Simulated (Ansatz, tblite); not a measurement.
Cost and result up the ladder for Si8NH16, a doped cluster cut from the lattice of silicon (N on a surface site) (25 atoms). Charge 0, multiplicity 2. Geometry: PBE-D4/def2-SVP.

```xyz
25

Si    1.7775    0.6487    2.2325
Si    0.1145    2.3863   -0.7323
Si    1.5638   -1.1771   -0.9823
Si   -0.7703   -2.0102    1.0416
Si   -1.8199   -0.0850   -2.9608
Si    1.8885    0.9772   -0.0915
Si   -0.3660   -0.2588    2.5784
Si   -1.9427    1.2813   -1.0638
N    -0.0819   -1.6700   -0.5535
H     1.9823    1.9121    3.0287
H     2.8178   -0.3617    2.6463
H    -0.0715    3.4886    0.2834
H     0.4510    3.0373   -2.0525
H     2.6182   -2.1113   -0.4319
H     1.6595   -1.2041   -2.4831
H    -0.2087   -3.2754    1.6531
H    -2.2486   -2.2225    0.8466
H    -0.4560   -0.1162   -3.6049
H    -2.2923   -1.5060   -2.7503
H     3.2164    1.5584   -0.5139
H    -0.5126   -0.8224    3.9707
H    -1.3717    0.8515    2.4151
H    -2.9743    2.3602   -1.2944
H    -2.4035    0.4866    0.1288
H    -0.5695   -2.1673   -1.3097
```

Ansatz on 2 threads of AMD EPYC 7R13 on a shared host and a share (18 GiB) of an NVIDIA H100 80GB HBM3; xTB runs through tblite on one thread. Times are rough, summed over both states, and most runs start from the orbitals of an earlier one. PBE0-D4/def2-TZVP serves as the yardstick here, not as an exact answer. The other state is a singlet.

The xTB rows come from tblite. Single mean-field runs in def2-TZVP are fitted with def2-universal-jkfit.

Raw xTB energies of ions are shifted by several eV, and xTB has no spin-polarisation term.

| level | functions | wall time |
| --- | --- | --- |
| GFN1-xTB | 108 | 0.11 s |
| GFN2-xTB | 92 | 0.13 s |
| PBE0-D4/def2-TZVP | 423 | 6.8 s |
| PBE-D4/def2-TZVP | 423 | 7.8 s |
| r2SCANh-D4/def2-TZVP (with forces) | 423 | 11 s |

Q: Estimate what each level gives for the vertical IE (eV).

A: 
```json
{"level": "GFN1-xTB", "vertical IE (eV)": "11.29", "difference from PBE0-D4/def2-TZVP (eV)": "3.59"}
{"level": "GFN2-xTB", "vertical IE (eV)": "10.03", "difference from PBE0-D4/def2-TZVP (eV)": "2.32"}
{"level": "PBE0-D4/def2-TZVP", "vertical IE (eV)": "7.70", "difference from PBE0-D4/def2-TZVP (eV)": "0.00"}
{"level": "PBE-D4/def2-TZVP", "vertical IE (eV)": "7.39", "difference from PBE0-D4/def2-TZVP (eV)": "-0.32"}
{"level": "r2SCANh-D4/def2-TZVP (with forces)", "vertical IE (eV)": "7.73", "difference from PBE0-D4/def2-TZVP (eV)": "0.03"}
```
